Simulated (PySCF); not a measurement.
# C₆ coefficients of unlike pairs at UHF

Calculated with PySCF 2.14 from the dipole response of each species, C₆(A,B) = (3/π) ∫ α_A(iu) α_B(iu) du, in atomic units, from isotropic polarisabilities. For ions this is the dispersion term alone; charge-induced terms of lower order in 1/R come first.

```tsv
species	configuration	basis	relativity	α (bohr³)	C₆ (like pair)
Re	[Xe] 4f14 5d5 6s2 (6S)	x2c-TZVPPall with one added diffuse shell each of s, p, d, f type (12s8p8d4f1g)	spin-free X2C	94.71	1109
Ne³⁺	[He] 2s2 2p3 (4S)	aug-cc-pVQZ with one added diffuse shell each of s, p, d, f, g type (7s6p5d4f3g)	none	0.7144	0.6124
Kr³⁺	[Ar] 3d10 4s2 4p3 (4S)	aug-cc-pwCVDZ-PP with ECP10MDF (6s5p4d1f)	core potential	5.559	21.71
Ne	[Ne] (1S)	aug-cc-pVDZ (4s3p2d)	none	1.832	4.121
```

**Question.** Estimate C₆ for Kr³⁺ with Ne³⁺.

**Answer.** The integral gives 3.469. The combination rule 2 C_A C_B / (C_A α_B/α_A + C_B α_A/α_B) gives 3.520 and the geometric mean 3.647.

No spin-orbit coupling is included.

The other pairs:

```json
{"pair": "Ne³⁺, Re", "C₆": "17.98"}
{"pair": "Ne, Ne³⁺", "C₆": "1.582"}
{"pair": "Kr³⁺, Re", "C₆": "126.2"}
{"pair": "Ne, Kr³⁺", "C₆": "9.084"}
{"pair": "Ne, Re", "C₆": "46.82"}
```
